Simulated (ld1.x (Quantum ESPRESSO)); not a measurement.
## What one change does to a pseudopotential (caesium, TM)

```json
{"Element": "caesium (Cs)", "Generator": "ld1.x (Quantum ESPRESSO) 7.5", "Type": "norm-conserving Troullier–Martins (Kleinman–Bylander form)", "Functional": "PBE", "Relativity": "scalar-relativistic", "Frozen core": "[Kr] 4d10 5s2", "Valence charge": "7", "Reference configuration": "5p6 5d1 6s0 6p0", "Partial waves": "6s (bound, empty): rc 3.05 bohr; 5p (bound): rc 3.50 bohr; 5d (bound): rc 4.10 bohr", "Local potential": "the d channel", "Core correction": "a·sin(br)/r model core inside 1.40 bohr"}
```

Change: local potential all-electron potential smoothed inside 3.45 bohr (lloc = -1).

Cutoffs: the cutoffs (Ry, on a coarse ladder) from which the occupation-weighted sum of valence levels, in a spherical-Bessel basis at the reference potential, stays within 10 and 1 mRy of its value at 400 Ry; they do not see the model core or the augmentation charge, which bear on the density cutoff. Errors are all-electron minus pseudo energies relative to the spin-unpolarised reference configuration.

Problem. What does the change do?

Solution. Both files are very soft, the changed one slightly harder (loose and tight cutoff 8 and 10 Ry → 8 and 12 Ry on this coarse ladder); both files keep a bound ghost (s); of the 6 tests that both files solve, the error grows in 1 and shrinks in 5 by more than 15 % and 0.3 meV (median size 7.1 → 1.7 meV); the range in which the p phases agree widens (upper end 0.1 → 2.1).

```csv
quantity,base,changed
"cutoff, loose",8 Ry,8 Ry
"cutoff, tight",10 Ry,12 Ry
bound ghosts,s,s
"error for 5p6 5d0 6s1 6p0, meV [ΔE -1.67 eV]",-2.4,-1.3
"error for 5p6 5d0 6s0 6p0, meV [ΔE 2.19 eV]",+11,-0.3
"error for 5p6 5d0 6s0.5 6p0, meV [ΔE -0.20 eV]",+3.0,-2.0
"error for 5p6 5d0.5 6s0.5 6p0, meV [ΔE -0.83 eV]",-0.7,-0.1
"error for 5p6 5d0 6s0 6p1, meV [ΔE -0.30 eV]",+14,+5.2
"error for 5p5 5d0 6s1 6p0, meV [ΔE 16.19 eV]",-209,-252
s: phases at 4.48 bohr within 0.05 rad from the reference energy up to (Ry; the scan ends near 5),1.2,1.2
p: phases at 4.48 bohr within 0.05 rad from the reference energy up to (Ry; the scan ends near 5),0.1,2.1
d: phases at 4.48 bohr within 0.05 rad from the reference energy up to (Ry; the scan ends near 5),1.1,1.1
```

 A true bound ghost makes a file unfit for plane-wave use even where its test errors are small: the radial tests pick states by their node count and pass the ghost by.
